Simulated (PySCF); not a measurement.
Be(NH2)(NMe2) (C₂H₈BeN₂), SMILES C[N](C)[Be][NH2].

Geometry: PBE0-D3(BJ)/def2-SVP. Other conformers were not sampled.

These are C-PCM-M06-2X/def2-SVP (PySCF 2.14.0) values and carry that method's errors.

The values are the electrostatic part of the solvation free energy, E(continuum) − E(gas) at the gas-phase geometry, in a cavity of scaled van der Waals radii (PySCF's table); cavitation and dispersion terms are not included. A continuum can't describe solvent molecules that bind to the metal. In vacuum the orbital gap is 8.31 eV. The dipole moment in vacuum is 0.52 D.

Computed values in water (ε = 78.36), cyclohexanone (ε = 15.62), n-hexane (ε = 1.88):
```
solvent            ε  ΔG(elec) (kcal/mol)  dipole (D)  gap (eV)
-------------  -----  -------------------  ----------  --------
water          78.36                 -3.7        0.65      8.37
cyclohexanone  15.62                 -3.5        0.64      8.37
n-hexane        1.88                 -1.7        0.57      8.34
```
